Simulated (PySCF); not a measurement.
Species: C7H5NS.
Cartesian coordinates in Å at the GFN2-xTB level; atoms count from 1:
```xyz
14
C7H5NS angstrom
S      3.7371   -1.7278   -0.2503
C      2.6950   -0.5786   -0.1956
C      1.8121    0.3829   -0.1486
C      0.3754    0.2039   -0.0363
C     -0.2158   -1.0610    0.0351
C     -1.5916   -1.1453    0.1411
N     -2.3926   -0.0923    0.1790
C     -1.8354    1.1050    0.1121
C     -0.4719    1.3133    0.0054
H      2.1716    1.4030   -0.1969
H      0.3925   -1.9520    0.0077
H     -2.0825   -2.1082    0.1992
H     -2.5216    1.9415    0.1456
H     -0.0730    2.3153   -0.0444
```

Vertical excitations from PySCF (density fitting, frozen core in the response, grid level 2 and gas phase unless stated; continuum runs use non-equilibrium linear response for the excitations) on a GFN2-xTB geometry. Reference run:

```tsv
settings	S1, eV (f)	S2, eV (f)	S3, eV (f)	S4, eV (f)	S5, eV (f)	S6, eV (f)	T1, eV (Tamm–Dancoff)	mean α (au)
PBE0/def2-SVPD, full TDDFT, 6 singlets	2.26 (0.000)	4.01 (0.000)	4.21 (0.000)	4.49 (0.002)	4.52 (0.402)	4.91 (0.000)	1.93	116.8
```

Question: What do these settings give: (1) PBE0/3-21G, IEF-PCM dimethylsulfoxide, damping 0.3 at the start, DIIS from the seventh cycle, TDA, 6 singlets; (2) B97-2/pcSseg-1, full TDDFT, 3 singlets; (3) B97-D/6-31G*, IEF-PCM cyclohexane, full TDDFT, 25 singlets?

Answer: 
```json
{"settings": "PBE0/3-21G, IEF-PCM dimethylsulfoxide, damping 0.3 at the start, DIIS from the seventh cycle, TDA, 6 singlets", "S1, eV (f)": "2.44 (0.000)", "S2, eV (f)": "4.13 (0.000)", "S3, eV (f)": "4.55 (0.000)", "S4, eV (f)": "4.65 (0.005)", "S5, eV (f)": "4.86 (0.668)", "S6, eV (f)": "5.19 (0.022)", "T1, eV (Tamm–Dancoff)": "–", "mean α (au)": "123.3"}
{"settings": "B97-2/pcSseg-1, full TDDFT, 3 singlets", "S1, eV (f)": "2.27 (0.000)", "S2, eV (f)": "3.81 (0.000)", "S3, eV (f)": "4.06 (0.000)", "S4, eV (f)": "–", "S5, eV (f)": "–", "S6, eV (f)": "–", "T1, eV (Tamm–Dancoff)": "–", "mean α (au)": "101.8"}
{"settings": "B97-D/6-31G*, IEF-PCM cyclohexane, full TDDFT, 25 singlets", "S1, eV (f)": "2.20 (0.000)", "S2, eV (f)": "2.44 (0.000)", "S3, eV (f)": "3.16 (0.000)", "S4, eV (f)": "3.91 (0.001)", "S5, eV (f)": "4.21 (0.459)", "S6, eV (f)": "4.28 (0.000)", "T1, eV (Tamm–Dancoff)": "–", "mean α (au)": "115.3"}
```

(1) S1 moves by +0.18 eV; basis, environment and response scheme change together, so the shift can't be laid on one. (2) S1 moves by +0.01 eV; functional and basis change together, so the shift can't be laid on one. (3) S1 moves by -0.06 eV; functional, basis and environment change together, so the shift can't be laid on one. States are counted by energy in each run and needn't keep their character from row to row.

All basis functions are spherical, in the Pople sets too.

Question: Which orbital pairs make up S1 in each run, and how does it sit against the orbital gap?

Answer: 
```csv
settings,S1 configurations (weight),S1 (eV),orbital gap (eV),S1 − gap (eV)
"PBE0/def2-SVPD, full TDDFT, 6 singlets",H→L 0.99,2.26,3.90,-1.64
"PBE0/3-21G, IEF-PCM dimethylsulfoxide, damping 0.3 at the start, DIIS from the seventh cycle, TDA, 6 singlets",H→L 0.99,2.44,4.10,-1.66
"B97-2/pcSseg-1, full TDDFT, 3 singlets",H→L 0.99,2.27,3.65,-1.38
"B97-D/6-31G*, IEF-PCM cyclohexane, full TDDFT, 25 singlets",H→L 1.00,2.20,2.11,+0.09
```

One conformer (not necessarily the lowest) at the GFN2-xTB geometry, without vibrations or thermal averaging.
